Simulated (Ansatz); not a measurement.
C2H8O2SSi (SMILES CS[Si](C)(O)O), singlet, at a GFN2-xTB geometry, atoms displaced at random by about 0.08 Å a coordinate; Ansatz (a program for electronic structure) with B3LYP/STO-3G, gradient.

Here is a job for Ansatz.
Ansatz 0.2 input:
```yaml
crystal:
  periodic: [false, false, false]
  atoms:
    - {symbol: C, position_ang: [1.42244227, 1.80063843, 0.66907531]}
    - {symbol: S, position_ang: [1.39106376, -0.05022823, 0.18972541]}
    - {symbol: Si, position_ang: [-0.73667961, -0.43777863, -0.17712420]}
    - {symbol: C, position_ang: [-1.66818906, 0.10262555, 1.13035380]}
    - {symbol: O, position_ang: [-0.52877885, -1.84446588, -0.77208830]}
    - {symbol: O, position_ang: [-0.96032709, 0.58124367, -1.52357254]}
    - {symbol: H, position_ang: [0.81614999, 2.07407230, 1.50679455]}
    - {symbol: H, position_ang: [2.56775758, 2.17428430, 0.81201744]}
    - {symbol: H, position_ang: [0.86520285, 2.19493930, -0.12511504]}
    - {symbol: H, position_ang: [-2.61958527, -0.43399011, 1.07391872]}
    - {symbol: H, position_ang: [-1.87305691, 1.35339748, 1.28457405]}
    - {symbol: H, position_ang: [-1.25974591, -0.41684816, 2.12005234]}
    - {symbol: H, position_ang: [-0.29575332, -2.61361523, -0.32436759]}
    - {symbol: H, position_ang: [-0.71949997, 0.17622616, -2.37196399]}
basis:
  gaussian:
    orbitals: STO-3G
hamiltonian:
  xc: b3lyp
output: {forces: true}
```

What the program printed (banner, timings and long lists left out):

```
Functional definition: B3LYP
595 factors; integrals over basis functions are off by at most 4.3e-5 eV
mean field evaluation 1: about -24712.5248 eV, gradient 3.1e1 eV
mean field evaluation 2: about -24712.3835 eV, gradient 3.3e1 eV
mean field evaluation 4: about -24715.7427 eV, gradient 1.0e0 eV
mean field evaluation 8: about -24715.6835 eV, gradient 2.2e-2 eV
mean field -24715.68347834 eV, -908.2846149369 hartree, gradient 4.9e-5 eV, S^2 0.000000; 0 other end points of the search recorded, 0 dependent functions left out
the calculation of the forces begins
reference -24715.68370825 eV, -908.2846233861 hartree; 33, 33 occupied and 13, 13 virtual orbitals, 595 factors
Total energy: -24715.68370825 eV, -908.2846233861 hartree
Atom 0 at     1.422442     1.800638     0.669075 Å, force     3.373287    -2.419107     0.212238 eV/Å
Atom 1 at     1.391064    -0.050228     0.189725 Å, force     0.644906     1.202228     1.477531 eV/Å
Atom 2 at    -0.736680    -0.437779    -0.177124 Å, force     6.094447     4.779364    -3.655474 eV/Å
Atom 3 at    -1.668189     0.102626     1.130354 Å, force    -3.552619     2.785107     7.097184 eV/Å
Atom 4 at    -0.528779    -1.844466    -0.772088 Å, force    -2.052216    -0.977600    -4.955907 eV/Å
Atom 5 at    -0.960327     0.581244    -1.523573 Å, force    -2.076878     1.646977     2.418403 eV/Å
Atom 6 at     0.816150     2.074072     1.506795 Å, force    -0.233442    -0.106283     1.827245 eV/Å
Atom 7 at     2.567758     2.174284     0.812017 Å, force    -3.507201    -0.833495    -0.725669 eV/Å
Atom 8 at     0.865203     2.194939    -0.125115 Å, force    -0.205388     2.008891    -2.288097 eV/Å
Atom 9 at    -2.619585    -0.433990     1.073919 Å, force    -0.995287     0.679428    -0.023731 eV/Å
Atom 10 at    -1.873057     1.353397     1.284574 Å, force     0.882464    -4.785180    -0.550404 eV/Å
Atom 11 at    -1.259746    -0.416848     2.120052 Å, force    -0.568552     2.035482    -1.996287 eV/Å
Atom 12 at    -0.295753    -2.613615    -0.324368 Å, force     1.310303    -4.334686     2.980643 eV/Å
Atom 13 at    -0.719500     0.176226    -2.371964 Å, force     0.886176    -1.681127    -1.817675 eV/Å
Dipole moment:    -0.467302    -0.434898     0.218286 e Å
```
